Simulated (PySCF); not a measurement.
Species: C₄H₂F₃O (doublet state).
Geometry (GFN2-xTB, Å), atoms numbered from 1 in this order:
```
atom  x, y, z in Å
F1     3.2997   -1.1317   -0.0952
C2     2.1313   -0.5385   -0.3665
C3     0.9887   -1.0889   -0.0580
O4    -0.2801   -0.7418   -0.1760
C5    -0.8093    0.2903    0.4715
F6     0.0618    1.1307    1.0565
C7    -2.1188    0.5467    0.5906
F8    -3.0360   -0.2502    0.0377
H9     2.2854    0.3843   -0.9330
H10   -2.5139    1.4037    1.1087
```

The hyperfine couplings belong to this conformer and change with its torsions.

As a line formula: `F/C=[C]/O/C(F)=C\F` [radical].

Method: UKS B3LYP, pcH-1 on C F H O, non-relativistic, mean-field spin-orbit, GIAO (PySCF 2.14.0). The structure is a single GFN2-xTB conformer in the gas phase; no vibrational or solvent corrections. A GFN2-xTB geometry isn't a minimum of the functional, and hyperfine couplings can be far from their values at a DFT geometry. The SCF solution wasn't tested for stability.

Q: Match the computed a_iso(19F) values +81.6, +18.1, -6.4 MHz with the sites F1; F6; F8.

A: 
| site | a_iso (MHz) | ρ(0) (bohr⁻³) | position | distance from C3 (Å) | bound to | spin population there | largest \|T\| (MHz) |
| --- | --- | --- | --- | --- | --- | --- | --- |
| F1 | +81.6 | +0.0194 | 2 bonds from C3 | 2.31 | C2 | -0.08 | 69.9 |
| F6 | -6.4 | -0.0015 | 3 bonds from C3 | 2.65 | C5 | -0.05 | 27.4 |
| F8 | +18.1 | +0.0043 | 4 bonds from C3 | 4.11 | C7 | +0.12 | 61.8 |

Q: The isotropic 13C couplings are +417.7, +17.3, +12.4, +2.6 MHz. Assign them to C2; C3; C5; C7.

A: 
| site | a_iso (MHz) | ρ(0) (bohr⁻³) | position | distance from C3 (Å) | spin population | largest \|T\| (MHz) |
| --- | --- | --- | --- | --- | --- | --- |
| C2 | +17.3 | +0.0154 | 1 bond from C3 | 1.31 | -0.08 | 28.5 |
| C3 | +417.7 | +0.3716 | largest spin population | 0.00 | +0.86 | 122.1 |
| C5 | +2.6 | +0.0023 | 2 bonds from C3 | 2.33 | -0.05 | 12.7 |
| C7 | +12.4 | +0.0110 | 3 bonds from C3 | 3.57 | +0.12 | 20.4 |

Q: Match the computed a_iso(1H) values +92.5, -8.7 MHz with the sites H9; H10.

A: 
```json
{"site": "H9", "a_iso (MHz)": "+92.5", "ρ(0) (bohr⁻³)": "+0.0207", "position": "2 bonds from C3", "distance from C3 (Å)": "2.15", "bound to": "C2", "spin population there": "-0.08", "largest |T| (MHz)": "6.8"}
{"site": "H10", "a_iso (MHz)": "-8.7", "ρ(0) (bohr⁻³)": "-0.0019", "position": "4 bonds from C3, on C7 of spin population +0.12", "distance from C3 (Å)": "4.45", "bound to": "C7", "spin population there": "+0.12", "largest |T| (MHz)": "6.0"}
```

ρ(0) is the spin density at the nucleus and T the dipolar tensor. Largest spin populations (Mulliken): C3 (+0.86), C7 (+0.12), O4 (+0.09) and C2 (-0.08). C3 is the only atom above +0.15.

The spin density at the nucleus, in bohr⁻³, is negative for H10 (-0.0019) and F6 (-0.0015), for instance. A restricted open-shell determinant has no negative spin density anywhere; here it arises because α and β orbitals differ (spin polarisation).
